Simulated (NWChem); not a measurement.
Species: SiH3O cation; SMILES [OH+]=[SiH2]

Computed with NWChem. Geometry: optimised at B3LYP/6-31G* (spherical d). Level: B3LYP/def2-SVP with SMD (1 M gas to 1 M solution), gas-phase geometry. Reactions with the solvent are ignored.

For solvent chlorobenzene:

```yaml
solvation free energy (kcal/mol): -54.6
cavity-dispersion-structure term (kcal/mol): -0.7
```

### Question
What are these values for solvent water?

### Answer
The solvation free energy (kcal/mol) is -66.6 and the cavity-dispersion-structure term (kcal/mol) is 1.7.
